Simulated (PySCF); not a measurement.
Unknown compound

Molecular formula: C3H9FOSi2. Simulated spectra:

¹H NMR (600 MHz, computed): δ 6.47 (m, 1H), 4.93 (t, 2H), 4.33 (m, 3H), 1.73 (br s, 1H), 1.57 (m, 2H).

¹³C{¹H} NMR (computed): δ 167.0 (C), 130.4 (CH), 20.1 (CH2).

[PySCF 2.14.0 with density-fitted response routines: GIAO PBE0/pcSseg-1 shieldings; GFN2-xTB geometry; gas phase; equivalent nuclei averaged; one conformer; no relativistic terms]

Referencing at the same level of theory: TMS for ¹H (σ = 31.72 ppm), ¹³C (σ = 186.93 ppm).

Question: Deduce the structure.

Answer: 
1. Rings plus π bonds: 1 (no ring in the answer).
2. 3 carbon signals for 3 carbons: no two carbons are equivalent.
3. Carbon types of the structure: 1 × C, 1 × CH, 1 × CH2, leaving 6 H on heteroatoms.
4. δC 167.0: fully substituted alkene carbon.
5. δC 130.4: alkene CH; as expected for a trigonal carbon in a double bond.
6. δC 20.1: allylic sp3 CH2 bonded to Si.
7. δH 6.47: hydrogen on an alkene CH; a vinylic proton, deshielded by the sp2 carbon and the C=C anisotropy.
8. δH 4.93: hydrogen on a silicon bonded to C, O.
9. δH 1.73: hydrogen on an oxygen bonded to Si; labile proton, position sensitive to the medium.
10. δH 1.57: hydrogen on an allylic sp3 CH2 bonded to Si; allylic position.

The compound is `O[SiH2]C/C=C(/F)[SiH3]`.

This is the structure that produced the data.

The OH or NH signal is concentration- and solvent-dependent in practice; the value given is the gas-phase one. Splittings by ¹⁹F in the carbon and heteronuclear signals aren't shown, as no couplings were computed. Shifts are as computed. Against solution values, carbons near 30 ppm lie about +3 ppm off and those near 130 ppm about +5 ppm. Of 1309 compounds with measured shifts, 239 miss one by over three times the rms of a fit or turn the order of signals round; such compounds aren't used in these exercises. Multiplicities follow the n + 1 count of equivalent neighbours, as no J values were calculated; m marks all less simple cases, F and P coupling included.
